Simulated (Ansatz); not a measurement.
FGeH3OSi can be A, `F[SiH]1[O][GeH2]1`, or B, `[F][Ge][O][SiH3]`.

Calculated with Ansatz (gas phase, PBE0-D4/def2-TZVP geometries, no zero-point term in ΔE). CCSD(T)/CBS adds triple-zeta CCSD(T) − MP2 to the extrapolated MP2 energy (def2 sets, frozen cores). Functionals use def2-TZVPP. B3LYP here is the variant with VWN-RPA as its local correlation; programs differ in this. For Ge outer-core shells are correlated without core-valence functions, which leaves a few kJ/mol of doubt a bond. Scalar relativity is left out up to krypton. Each species was taken in one conformer, which may not be the lowest.

Question: Which is lower in electronic energy at CCSD(T)/CBS, and by how much? (Estimate.)

Answer: Ansatz gave: B, by 69.3 kJ/mol.

Question: Give E(B) − E(A) in kJ/mol with PBE0-D4, B3LYP-D4, r2SCAN-D4, ωB97M-V, CCSD(T)/def2-SVP, BLYP-D4, HF/def2-TZVPP. (Best estimate.)

Answer: Ansatz gave: PBE0-D4 -60.0, B3LYP-D4 -90.1, r2SCAN-D4 -54.9, ωB97M-V -80.7, CCSD(T)/def2-SVP -100.7, BLYP-D4 -95.7, HF/def2-TZVPP -104.7. None reverses the order clearly.

Question: Does the order hold for the free energy at 298.15 K (harmonic terms from PBE0-D4)? (An estimate is asked.)

Answer: Computed: Yes: G(B) − G(A) = -76.0 kJ/mol, for one conformer each.

Largest T1 diagnostic: 0.015.

At CCSD(T), def2-SVP lies −31.4 kJ/mol from the extrapolated value and def2-TZVPP +5.2 kJ/mol. Leaving LDA and LC-ωPBE aside and taking each functional with its dispersion term where it has one, the values, not all of them listed here, spread over 41.9 kJ/mol, from BLYP-D4 to B97M-V. LDA lies +21.4 kJ/mol from PBE without D4.
